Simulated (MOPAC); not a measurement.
MOPAC input (PM7):

```
PM7 FORCE THERMO(298,298) PRECISE LET CHARGE=-1 GEO-OK AUX(PRECISION=9) THREADS=1
H5S

S     0.09402117 1    0.00029768 1   -0.00040979 1
H    -1.28969973 1   -0.00409386 1    0.00561963 1
H    -0.04742350 1    1.38922896 1    0.01720112 1
H    -0.03875119 1   -1.38950118 1   -0.01682577 1
H    -0.03697944 1   -0.01713103 1    1.38954633 1
H    -0.04919524 1    0.01685758 1   -1.38917096 1
```

From the output:

```
     H    6   2.448298   0.456408   0.297436   0.297436   0.265495   2.386846

          HEAT OF FORMATION =     118.984176 KCALS/MOLE

          ZERO POINT ENERGY      25.907 KCAL/MOL

           NORMAL COORDINATE ANALYSIS (Total motion = 1 Angstrom)

   Root No.       1         2         3         4         5         6         7         8

                 1 B2      1 E       1 E       1 B1      1 A1      2 E       2 E       2 B2

                 985.5    1040.1    1040.1    1099.9    1243.1    1350.8    1350.8    1709.7

           1   -0.0000    0.0000   -0.0000    0.0000   -0.0304   -0.0000    0.0000    0.0000
           2   -0.0000    0.0002   -0.0160    0.0000    0.0000   -0.0191   -0.0001   -0.0000
           3   -0.0000   -0.0160   -0.0002   -0.0000   -0.0000    0.0001   -0.0191   -0.0000
           4    0.0000    0.0000   -0.0000   -0.0000    0.0219    0.0000   -0.0000   -0.0000
           5    0.0000    0.0016   -0.1614   -0.0000    0.0000    0.3800    0.0027    0.0000
           6    0.0000   -0.1614   -0.0016    0.0000   -0.0000   -0.0027    0.3800    0.0000
           7    0.2492    0.0005   -0.0473   -0.0000    0.2362    0.2004    0.0014   -0.0194
           8    0.0194    0.0002   -0.0236    0.0000   -0.0180    0.0142    0.0001    0.2492
           9   -0.0000    0.3583    0.0036    0.2500    0.0000   -0.0007    0.0995   -0.0000
          10    0.2492   -0.0005    0.0473    0.0000    0.2362   -0.2004   -0.0014   -0.0194
          11   -0.0194    0.0002   -0.0236   -0.0000    0.0180    0.0142    0.0001   -0.2492
          12    0.0000    0.3583    0.0036   -0.2500    0.0000   -0.0007    0.0995    0.0000
          13   -0.2492    0.0473    0.0005   -0.0000    0.2362    0.0014   -0.2004    0.0194
          14    0.0000   -0.0036    0.3583   -0.2500   -0.0000    0.0995    0.0007    0.0000
          15    0.0194   -0.0236   -0.0002    0.0000    0.0180   -0.0001    0.0142    0.2492
          16   -0.2492   -0.0473   -0.0005    0.0000    0.2362   -0.0014    0.2004    0.0194
          17    0.0000   -0.0036    0.3583    0.2500   -0.0000    0.0995    0.0007   -0.0000
          18   -0.0194   -0.0236   -0.0002   -0.0000   -0.0180   -0.0001    0.0142   -0.2492

   Root No.       9        10        11        12

                 2 A1      3 E       3 E       3 A1

                1884.3    2073.8    2073.8    2270.2

           1   -0.0066   -0.0000    0.0000   -0.0098
           2    0.0000   -0.0252   -0.0000    0.0000
           3   -0.0000    0.0000   -0.0252   -0.0000
           4    0.3187   -0.0000    0.0000    0.3342
           5   -0.0000   -0.0764   -0.0000   -0.0000
           6    0.0000    0.0000   -0.0764    0.0000
           7   -0.0269    0.0053    0.0000   -0.0053
           8   -0.1665    0.4441    0.0000    0.1639
           9   -0.0000   -0.0000   -0.0051    0.0000
          10   -0.0269   -0.0053   -0.0000   -0.0053
          11    0.1665    0.4441    0.0000   -0.1639
          12    0.0000   -0.0000   -0.0051   -0.0000
          13   -0.0269    0.0000   -0.0053   -0.0053
          14    0.0000   -0.0051   -0.0000    0.0000
          15    0.1665   -0.0000    0.4441   -0.1639
          16   -0.0269   -0.0000    0.0053   -0.0053
          17    0.0000   -0.0051    0.0000    0.0000
          18   -0.1665   -0.0000    0.4441    0.1639

           MASS-WEIGHTED COORDINATE ANALYSIS (NORMAL COORDINATES)

   Root No.       1         2         3         4         5         6         7         8

                 1 B2      1 E       1 E       1 B1      1 A1      2 E       2 E       2 B2

                 985.5    1040.1    1040.1    1099.9    1243.1    1350.8    1350.8    1709.7

           1   -0.0000    0.0000   -0.0000   -0.0000   -0.3399   -0.0000    0.0000    0.0000
           2   -0.0000   -0.0001   -0.1654    0.0000    0.0000   -0.2126   -0.0005   -0.0000
           3   -0.0000   -0.1654    0.0001   -0.0000   -0.0000    0.0005   -0.2126   -0.0000
           4    0.0000    0.0000   -0.0000   -0.0000    0.0434    0.0000   -0.0000   -0.0000
           5    0.0000   -0.0003   -0.2964   -0.0000    0.0000    0.7502    0.0018    0.0000
           6    0.0000   -0.2964    0.0003    0.0000   -0.0000   -0.0018    0.7502    0.0000
           7    0.4985   -0.0001   -0.0869   -0.0000    0.4684    0.3957    0.0010   -0.0388
           8    0.0388   -0.0000   -0.0434    0.0000   -0.0358    0.0281    0.0001    0.4985
           9   -0.0000    0.6580   -0.0006    0.5000    0.0000   -0.0005    0.1964   -0.0000
          10    0.4985    0.0001    0.0869    0.0000    0.4684   -0.3957   -0.0010   -0.0388
          11   -0.0388   -0.0000   -0.0434   -0.0000    0.0358    0.0281    0.0001   -0.4985
          12    0.0000    0.6580   -0.0006   -0.5000    0.0000   -0.0005    0.1964    0.0000
          13   -0.4985    0.0869   -0.0001   -0.0000    0.4684    0.0010   -0.3957    0.0388
          14    0.0000    0.0006    0.6580   -0.5000   -0.0000    0.1964    0.0005    0.0000
          15    0.0388   -0.0434    0.0000    0.0000    0.0358   -0.0001    0.0281    0.4985
          16   -0.4985   -0.0869    0.0001    0.0000    0.4684   -0.0010    0.3957    0.0388
          17    0.0000    0.0006    0.6580    0.5000   -0.0000    0.1964    0.0005   -0.0000
          18   -0.0388   -0.0434    0.0000   -0.0000   -0.0358   -0.0001    0.0281   -0.4985

   Root No.       9        10        11        12

                 2 A1      3 E       3 E       3 A1

                1884.3    2073.8    2073.8    2270.2

           1   -0.0804   -0.0000    0.0000   -0.1177
           2    0.0000   -0.2192   -0.0001    0.0000
           3   -0.0000    0.0001   -0.2192   -0.0000
           4    0.6845   -0.0000    0.0000    0.7088
           5   -0.0000   -0.1178   -0.0000   -0.0000
           6    0.0000    0.0000   -0.1178    0.0000
           7   -0.0578    0.0081    0.0000   -0.0112
           8   -0.3577    0.6848    0.0002    0.3476
           9   -0.0000    0.0000   -0.0078    0.0000
          10   -0.0578   -0.0081   -0.0000   -0.0112
          11    0.3577    0.6848    0.0002   -0.3476
          12    0.0000    0.0000   -0.0078   -0.0000
          13   -0.0578    0.0000   -0.0081   -0.0112
          14    0.0000   -0.0078   -0.0000    0.0000
          15    0.3577   -0.0002    0.6848   -0.3476
          16   -0.0578   -0.0000    0.0081   -0.0112
          17    0.0000   -0.0078   -0.0000    0.0000
          18   -0.3577   -0.0002    0.6848    0.3476

          DESCRIPTION OF VIBRATIONS

 VIBRATION          1    1B2         ATOM PAIR     ENERGY CONTRIBUTION    RADIAL
 FREQUENCY           985.53         S 1 -- H 4         +25.0% ( 48.5%)      3.1%
 TRANSITION DIPOLE   0.0000         S 1 -- H 6         +25.0% ( 48.5%)      3.1%
 TRAVEL (Ang.)       0.5211         S 1 -- H 5         +25.0% ( 48.5%)      3.1%
 REDUCED MASS        0.2520         S 1 -- H 3         +25.0% ( 48.5%)      3.1%
 EFFECTIVE MASS      1.0079
 FORCE CONSTANT      0.1442

 VIBRATION          3    1E          ATOM PAIR     ENERGY CONTRIBUTION    RADIAL
 FREQUENCY          1040.13         S 1 -- H 6         +43.7% ( 61.8%)      0.0%
 TRANSITION DIPOLE   0.0755         S 1 -- H 5         +43.7% ( 61.8%)      0.0%
 TRAVEL (Ang.)       0.3978         S 1 -- H 2         +10.6% ( 30.4%)      0.0%
 REDUCED MASS        0.4098         S 1 -- H 3          +1.0% (  9.3%)     56.8%
 EFFECTIVE MASS      1.4385
 FORCE CONSTANT      0.2612

 VIBRATION          4    1B1         ATOM PAIR     ENERGY CONTRIBUTION    RADIAL
 FREQUENCY          1099.93         S 1 -- H 3         +25.0% ( 41.7%)      0.0%
 TRANSITION DIPOLE   0.0000         S 1 -- H 6         +25.0% ( 41.7%)      0.0%
 TRAVEL (Ang.)       0.4933         S 1 -- H 5         +25.0% ( 41.7%)      0.0%
 REDUCED MASS        0.2520         S 1 -- H 4         +25.0% ( 41.7%)      0.0%
 EFFECTIVE MASS      1.0079
 FORCE CONSTANT      0.1796

 VIBRATION          5    1A1         ATOM PAIR     ENERGY CONTRIBUTION    RADIAL
 FREQUENCY          1243.11         S 1 -- H 4         +23.8% ( 44.0%)      0.3%
 TRANSITION DIPOLE   1.8178         S 1 -- H 6         +23.8% ( 44.0%)      0.3%
 TRAVEL (Ang.)       0.2948         S 1 -- H 5         +23.8% ( 44.0%)      0.3%
 REDUCED MASS        0.6241         S 1 -- H 3         +23.8% ( 44.0%)      0.3%
 EFFECTIVE MASS      2.5310
 FORCE CONSTANT      0.5682

 VIBRATION          7    2E          ATOM PAIR     ENERGY CONTRIBUTION    RADIAL
 FREQUENCY          1350.84         S 1 -- H 2         +58.8% ( 62.8%)      0.0%
 TRANSITION DIPOLE   1.5208         S 1 -- H 6         +15.5% ( 32.3%)     36.1%
 TRAVEL (Ang.)       0.3377         S 1 -- H 5         +15.5% ( 32.3%)     36.1%
 REDUCED MASS        0.4378         S 1 -- H 4          +5.1% ( 18.5%)      0.0%
 EFFECTIVE MASS      1.6022
```

The dipole moment of an ion depends on the origin.
